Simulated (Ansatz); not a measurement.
Saddle point of ZnHBrCl$_{2}$, singlet (ZnCl₂ + HBr → ZnBrCl + HCl (still joined by a long Zn–Cl bond); bonds formed: Cl2–H4; dative contacts that become bonds: Zn1–Br5; bonds broken: H4–Br5; bonds weakened to dative contacts: Zn1–Cl2), PBE0-D4/def2-TZVP structure:

Zn1  (-0.608, 0.029, -0.432)
Cl2  (0.657, 1.639, 0.552)
Cl3  (-2.302, -0.276, -1.649)
H4  (1.218, 0.114, 0.872)
Br5  (1.034, -1.506, 0.657)
(Å)

Energies are electronic, without zero-point energy. Barriers and step energies count from the start structure reached by relaxing down the imaginary mode; all methods use the PBE0-D4 structures, on which another method's saddle can fall below an end. Program: Ansatz 0.2.0. Basis: def2-TZVPP, with def2-QZVPP for the basis limit. Cores are frozen in the correlated methods. The 3s and 3p shells of Cu and Zn are frozen; filled d shells are correlated. The def2 sets are not built for correlating such inner shells, so the correlated values are less sure here. B3LYP uses VWN-RPA correlation. Extrapolation: Hartree–Fock as exp(−7.88 √X), correlation as X^−2.97.

```json
{"method": "SPW92", "barrier (eV)": "-0.093", "step energy (eV)": "-0.158"}
{"method": "PBE-D4", "barrier (eV)": "0.086", "step energy (eV)": "-0.158"}
{"method": "BLYP-D4", "barrier (eV)": "0.211", "step energy (eV)": "-0.149"}
{"method": "r2SCAN-D4", "barrier (eV)": "?", "step energy (eV)": "-0.157"}
{"method": "B97M-V", "barrier (eV)": "?", "step energy (eV)": "-0.124"}
{"method": "PBE0-D4", "barrier (eV)": "0.176", "step energy (eV)": "-0.174"}
{"method": "B3LYP-D4", "barrier (eV)": "0.273", "step energy (eV)": "-0.162"}
{"method": "r2SCAN0-D4", "barrier (eV)": "0.203", "step energy (eV)": "-0.175"}
{"method": "BHLYP-D4", "barrier (eV)": "0.384", "step energy (eV)": "-0.180"}
{"method": "CAM-B3LYP-D4", "barrier (eV)": "0.333", "step energy (eV)": "-0.158"}
{"method": "wB97X-V", "barrier (eV)": "0.353", "step energy (eV)": "-0.160"}
{"method": "wB97M-V", "barrier (eV)": "0.331", "step energy (eV)": "-0.173"}
{"method": "B2PLYP", "barrier (eV)": "?", "step energy (eV)": "-0.165"}
{"method": "PBE-QIDH", "barrier (eV)": "0.250", "step energy (eV)": "-0.177"}
{"method": "RPA on PBE", "barrier (eV)": "0.348", "step energy (eV)": "-0.130"}
{"method": "HF", "barrier (eV)": "0.668", "step energy (eV)": "-0.203"}
{"method": "MP2", "barrier (eV)": "0.285", "step energy (eV)": "-0.158"}
{"method": "CCSD", "barrier (eV)": "0.419", "step energy (eV)": "-0.154"}
{"method": "CCSD(T)", "barrier (eV)": "0.340", "step energy (eV)": "-0.151"}
```

Problem. Fill in the withheld barriers. (To be estimated.)

Solution. Computed: r2SCAN-D4 0.138; B2PLYP 0.300; B97M-V 0.318 eV. Each is the energy of the saddle less that of the start structure, by the same method.

For comparison, the barrier by CCSD(T) at an estimated basis limit (MP2 extrapolated from triple and quadruple zeta, plus CCSD(T) − MP2 in triple zeta) is 0.308 eV.

T1 diagnostic: at most 0.011.

For scale, one of the runs: CCSD(T)/def2-TZVPP, 210 basis functions, launched by `ansatz run in.yaml --threads 8 --pin off --events-out ev --progress --plain --max-ram 19148MiB`. Time: 81 s of wall clock on 8 CPU threads of an Intel Xeon; the host was shared. Peak host memory: 2.8 GiB.
